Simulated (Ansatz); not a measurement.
`C[CH2][Al]([F])[SiH3]` and `C[CH2][AlH][SiH3]` differ in one atom or group.

Ansatz, PBE0-D4/def2-TZVP geometries, multiplicity 1. Each molecule was computed in one conformer, which needn't be the lowest.

```csv
property,`C[CH2][Al]([F])[SiH3]`
HOMO–LUMO gap (B3LYP/def2-TZVPP) / eV,5.55
size of the dipole moment (PBE/def2-TZVPP) / D,1.73
LUMO energy (B3LYP/def2-TZVPP) / eV,-1.59
LUMO energy (PBE0/def2-TZVPP) / eV,-1.40
HOMO–LUMO gap (PBE0/def2-TZVPP) / eV,5.93
size of the dipole moment (ωB97M-V/def2-TZVPP) / D,1.70
```

What does the change do to each property? (Estimate.)

Ansatz gave: 
| property | `C[CH2][AlH][SiH3]` | shift |
| --- | --- | --- |
| HOMO–LUMO gap (B3LYP/def2-TZVPP) / eV | 5.08 | -0.47 |
| size of the dipole moment (PBE/def2-TZVPP) / D | 1.13 | -0.60 |
| LUMO energy (B3LYP/def2-TZVPP) / eV | -1.93 | -0.34 |
| LUMO energy (PBE0/def2-TZVPP) / eV | -1.74 | -0.34 |
| HOMO–LUMO gap (PBE0/def2-TZVPP) / eV | 5.46 | -0.47 |
| size of the dipole moment (ωB97M-V/def2-TZVPP) / D | 1.13 | -0.57 |

With PBE0 the HOMO rises by 0.13 eV and the LUMO falls by 0.34 eV, so the gap narrows by about 0.47 eV. PBE moves the HOMO by 0.10 eV and ωB97M-V by 0.14 eV. Dipoles are sizes alone; their direction can turn.

B3LYP here is the variant with VWN-RPA as its local correlation; programs differ in this.
